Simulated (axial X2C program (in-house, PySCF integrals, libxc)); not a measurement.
## Which functional? An output for CoF⁺

An SCF output computed with an in-house relativistic program for diatomic molecules for CoF⁺ at 1.689 Å, two-component, state Ω = 9/2, Co dyall-cv3z [9s10p6d3f2g], F dyall-av3z [7s6p3d2f] (cores contracted in-house), without its first line:

```
basis functions 162  fitting functions 872  grid points 5076
iter        total energy     max residual
   1      -1492.812126460     5.02e-02
   2      -1492.760762755     1.07e-01
   3      -1492.726871390     1.04e-01
   4      -1492.816670012     2.63e-02
   5      -1492.821682832     5.89e-03
   6      -1492.821914532     6.01e-03
   7      -1492.822144374     8.13e-04
   8      -1492.822148825     3.55e-05
   9      -1492.822148832     1.26e-05
  10      -1492.822148833     6.16e-06
converged
one-electron -2208.47961361  Coulomb 710.36294556  exact exchange 0.00000000  xc functional -70.43681300  nuclear repulsion 76.13384384  atomic mean-field constant -0.40251162
```

Question: Which level of theory produced it?
A. HF
B. PBE0
C. BP86

Answer: C. The exact-exchange term against the functional term shows a share of 0 of exact exchange.
